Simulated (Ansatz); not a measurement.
`CC(C)OB(S)Cl`, relaxed with RKS PBE0-D4/def2-TZVP in Ansatz 0.2.0 from a GFN2-xTB geometry. The force threshold is 0.005 eV/Å; the program also tests the step.

The species carries charge 0 and has multiplicity 1.

Start:

```xyz
15

C     0.795    0.932    1.088
C     0.340   -0.326    0.359
C     1.474   -0.978   -0.422
O    -0.685    0.021   -0.580
B    -1.988    0.079   -0.350
S    -3.049    0.576   -1.732
Cl   -2.713   -0.307    1.198
H    -0.042    1.380    1.618
H     1.187    1.655    0.376
H     1.571    0.681    1.805
H    -0.080   -1.037    1.082
H     1.862   -0.282   -1.161
H     1.116   -1.866   -0.936
H     2.273   -1.260    0.256
H    -2.060    0.732   -2.602
```

```tsv
step	energy (eV)	largest force (eV/Å)	largest move (Å)
1	-29314.8000	0.751	0.000
2	-29314.8310	0.256	0.039
3	-29314.8353	0.220	0.060
4	-29314.8376	0.148	0.037
5	-29314.8387	0.197	0.035
6	-29314.8400	0.078	0.024
7	-29314.8402	0.013	0.024
8 (rejected)	-29314.8402	0.021	0.009
9	-29314.8403	0.002	0.004
```

End:

```xyz
15

C     0.798    0.939    1.078
C     0.355   -0.310    0.352
C     1.478   -0.992   -0.395
O    -0.644    0.043   -0.617
B    -1.962    0.070   -0.393
S    -3.115    0.570   -1.691
Cl   -2.683   -0.378    1.166
H    -0.040    1.400    1.605
H     1.209    1.664    0.372
H     1.570    0.695    1.812
H    -0.093   -1.009    1.065
H     1.920   -0.310   -1.125
H     1.113   -1.874   -0.922
H     2.257   -1.304    0.303
H    -2.162    0.795   -2.611
```

Run time 30 s (2 threads of an AMD EPYC 7R13 on a shared host and a share of an NVIDIA H100 80 GB); peak host memory 0.9 GiB.
